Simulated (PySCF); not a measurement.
Correlation energy of Sn (tin, neutral)

[Kr] 4d10 5s2 5p2, high-spin 3P determinant. Calculation: PySCF 2.14, in cc-pVDZ-PP with ECP28MDF (4s3p2d, 23 functions); a scalar-relativistic core potential. Frozen: 4s2 4p6 4d10; 4 electrons correlated.

MP2 pair energies summed by pair of shells (mhartree):

| pair | energy | share (%) |
| --- | --- | --- |
| 5s-5p | -20.13 | 58.6 |
| 5s-5s | -10.99 | 32.0 |
| 5p-5p | -3.26 | 9.5 |

Total MP2 correlation energy: -34.38 mhartree.

Same-spin part -5.95 and opposite-spin part -28.43 mhartree; SCS-MP2 scales them by 1/3 and 6/5 to -36.10 mhartree.

```csv
level,correlation energy (mhartree)
CCSD,-48.45
(T),-0.58
CCSD(T),-49.03
```

Diagnostics: T1 = 0.0080, D1 = 0.0221, largest double amplitude 0.095.

Is a single reference adequate?

Mostly. T1 lies below 0.03, but a double amplitude of this size points to a near-degeneracy that CCSD handles and MP2 describes poorly.
